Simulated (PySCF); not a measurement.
# State search for PI

Unrestricted PBE0; P def2-TZVPP, I def2-TZVPP with ECP28; scalar-relativistic core potentials (PySCF 2.14). Outer shells of the fragments: P 3s2 3p3; I 4d10 5s2 5p5.

Followed along the bond (rough minima from three points):

```
2Ms+1    unpaired  ⟨S²⟩ at the start  R at minimum (Å)  Te (eV)
    3        π ↑↑               2.01              2.38     0.00
    1        π ↑↓               1.01              2.37     0.28
    1        none               0.00              2.35     1.26
    5  σ ↑, π ↑↑↑               6.01  none in the scan   ≤ 3.86
```

Solutions found at the starting distance of 2.375 Å, counted from the lowest of them; the search is not exhaustive and high or unbound solutions are not listed, so other states can lie among these:

```csv
2Ms+1,unpaired,term,E (eV),⟨S²⟩,⟨Lz²⟩,μ (D)
3,π ↑↑,³Σ⁻,0.00,2.01,0.00,0.07
1,π ↑↓,mixed,0.28,1.01,2.03,0.18
1,none,mixed,1.26,0.00,2.01,0.63
3,"σ ↑, π ↑",³Π,3.20,2.03,1.02,-0.58
1,"σ ↓, π ↑",mixed,3.44,1.01,1.02,-0.63
3,π ↑↑,mixed,3.87,2.01,2.02,3.84
```

A term symbol is given only where ⟨S²⟩ and ⟨Lz²⟩ are close to those of a pure state; real π, δ and φ orbitals otherwise mix terms. A positive dipole means P(−)I(+).

Spin–orbit coupling is left out. Counting both spins, an empty level lies below a filled one in some of these solutions, because spin and occupation are held.
